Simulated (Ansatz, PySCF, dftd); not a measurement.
Species: CH4FSi, charge 0, doublet. CH4FSi (SMILES [CH2][SiH2]F, doublet).
B3LYP-D3(BJ)/def2-TZVP minimum from Ansatz (an electronic-structure program):
```xyz
7

C     -0.9435     1.1573     0.5095
Si     0.3199    -0.1568     0.3195
F      0.2353    -0.7782    -1.1625
H     -1.9568     1.0531     0.1369
H     -0.7436     2.0889     1.0269
H      0.0882    -1.2818     1.2545
H      1.6775     0.3947     0.5147
```
Charge 0, spin multiplicity 2.

Wanted: enthalpy of formation at 298 K (by atomisation, with rigid-rotor harmonic-oscillator terms from PySCF's Hessian at B3LYP-D3(BJ)/def2-TZVP and the atoms' measured values of the G2/97 table; no spin-orbit terms), in kcal/mol. UHF or UKS for unpaired electrons; spin-orbit terms are left out. Cores are frozen in correlated methods. Rows without X2C or -DK are non-relativistic. CBS(X,Y): correlation extrapolated as X^-3, Hartree-Fock from the larger set. A bracket is a step between two methods taken in the basis named. The functionals are non-relativistic, so their misses hold any scalar relativity. Double hybrids freeze cores in their MP2 part. 'core' is core correlation in cc-pwCVTZ (1s frozen past Ne), 'X2C' scalar relativity in cc-pVTZ-DK, both at CCSD(T). For partners of very few electrons the exact lower level stands in for a higher one.

```csv
level,program,enthalpy of formation at 298 K (kcal/mol),difference against the last row
HF/cc-pV(D+d)Z,Ansatz,93.5,148.6
B2PLYP-D3(BJ)/def2-TZVPD,Ansatz + dftd3,-47.8,7.3
MP2/cc-pV(D+d)Z,Ansatz,-8.5,46.6
CCSD(T)/cc-pV(T+d)Z,Ansatz,-38.5,16.6
CCSDT(Q)/cc-pV(D+d)Z,Ansatz,-3.3,51.8
"CCSD(T)/CBS(cc-pV(T+d)Z,cc-pV(Q+d)Z) + [CCSDT(Q) - CCSD(T)]/cc-pV(D+d)Z + core + X2C",Ansatz,-55.1,0.0
```
